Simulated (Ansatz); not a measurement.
Cost and result up the ladder for Zn₃S₃ (the lowest singlet isomer of a short search) (6 atoms). The state is a singlet with charge 0. Geometry: PBE0-D4/def2-SVP.

Cartesian coordinates in Å:
```
Zn -0.700 1.345 0.630
Zn 0.872 0.101 -1.388
Zn -0.172 -1.447 0.758
S -1.317 -0.153 2.096
S 0.260 2.185 -1.145
S 1.057 -2.032 -0.951
```

Ansatz on 4 threads of Intel Xeon Platinum 8259CL on a shared host. Times are rough, and most runs start from the orbitals of an earlier one. PBE0-D4/def2-TZVPD serves as the yardstick here, not as an exact answer. Differences are given only for rows in sets of like size (and for xTB, whose basis is part of the method), since another set adds its own error. Binding counts from free atoms at the same level (Zn singlet, S triplet; other spins of the atoms weren't run), without zero-point energy or a counterpoise term.

The 6-31G sets use Cartesian d functions. B3LYP takes the VWN-RPA correlation. Correlated methods freeze 42 core orbitals. The structure comes from a short search, and lower isomers may exist.

Correlated methods converge slowly with the basis.

```tsv
level	functions	binding energy per atom (eV)	difference from PBE0-D4/def2-TZVPD (eV)
PBE-D4/def2-SVP	147	2.48	–
HF/6-31G	126	1.32	–
PBE0-D4/def2-SVP	147	2.43	–
PBE0-D4/def2-TZVPD	291	2.37	0.00
revPBE-D4/def2-TZVP	255	2.26	-0.11
PBE-D4/def2-TZVP	255	2.38	0.01
PBE-D4/def2-TZVPD	291	2.38	0.01
HF/STO-3G	81	2.32	–
LDA (SPW92)/def2-TZVP	255	2.83	0.46
MP2/def2-TZVP	255	2.40	0.03
BHLYP-D4/def2-TZVP	255	2.13	-0.24
BHLYP-D4/def2-TZVPD	291	2.13	-0.24
PBE0-D4/def2-TZVP (with forces)	255	2.37	0.00
B3LYP-D4/6-31G	126	2.25	–
```

Estimate how long each takes.

HF/6-31G 2.2 s; PBE-D4/def2-SVP 2.2 s; LDA (SPW92)/def2-TZVP 3 s; B3LYP-D4/6-31G 3.9 s; PBE0-D4/def2-SVP 4.2 s; revPBE-D4/def2-TZVP 4.7 s; PBE-D4/def2-TZVP 5 s; HF/STO-3G 8 s; PBE-D4/def2-TZVPD 8 s; MP2/def2-TZVP 12 s; BHLYP-D4/def2-TZVP 13 s; PBE0-D4/def2-TZVP (with forces) 14 s; PBE0-D4/def2-TZVPD 18 s; BHLYP-D4/def2-TZVPD 22 s. On shared hardware such times vary by a factor of up to 3.
